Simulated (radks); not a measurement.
Kinetic energies: the exact non-interacting value of the Kohn-Sham orbitals and orbital-free approximations, as 100 (|E| - |E exact|)/|E exact|, negative where the magnitude is too small. Species: Tl3+ [Xe] 4f14 5d10; Tc+ [Kr] 4d5 5s1. Method: non-relativistic Kohn-Sham, exchange-only B88, spin-polarised, spherical densities, point nucleus; computed with a radial shooting solver on a logarithmic mesh with Libxc functionals. Every spin shell is full or empty, so the densities are truly spherical. Functionals are evaluated on that one density, not self-consistently.

functional          Tl3+      Tc+
exact (hartree)  18960.3  4204.63
Thomas-Fermi       -4.60    -5.53
von Weizsacker    -64.74   -56.29
TF + vW/9          -0.68    -0.67
APBEK              +0.05    +0.14
Thakkar            -0.78    -0.51
Pearson            -0.83    -0.96
PG1               +12.35   +16.04
DePristo-Kress     -0.20    -0.06
